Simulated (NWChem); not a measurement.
System: C4H7N; SMILES C=C/C=N/C

```xyz
12

C      0.6330    -2.0974     0.0000
C     -0.5237    -1.4237     0.0000
C     -0.6301     0.0472     0.0000
N      0.3857     0.8172     0.0000
C      0.1570     2.2462     0.0000
H      1.5821    -1.5694     0.0000
H      0.6586    -3.1832     0.0000
H     -1.4693    -1.9635     0.0000
H     -1.6572     0.4510     0.0000
H      0.6390     2.6900    -0.8804
H     -0.9093     2.5310     0.0000
H      0.6390     2.6900     0.8804
```
Atoms are numbered in this order, from 1.

Program: NWChem. Medium grid unless said otherwise, to which SCAN and Minnesota functionals are sensitive. All runs use the structure optimised with B3LYP/6-31G* (spherical d). B3LYP is NWChem's, with the RPA form of VWN correlation. Total energies of different functionals are on different scales.

```tsv
level	energy (Ha)	highest occupied level (eV)	orbital gap (eV)	dipole (D)
PBE/def2-TZVP	-211.1401	-5.85	3.50	1.06
B3LYP/def2-TZVP	-211.4295	-7.01	5.41	1.15
r2SCAN/def2-TZVP	-211.2880	-6.15	3.94	1.09
Hartree-Fock/def2-TZVP	-210.0260	(withheld)	(withheld)	(withheld)
BLYP/def2-TZVP	-211.3306	-5.76	3.55	1.07
```

Problem. What belongs in the gaps?

Solution. 
- Hartree-Fock/def2-TZVP, highest occupied level (eV): -9.42
- Hartree-Fock/def2-TZVP, orbital gap (eV): 11.85
- Hartree-Fock/def2-TZVP, dipole (D): 1.35
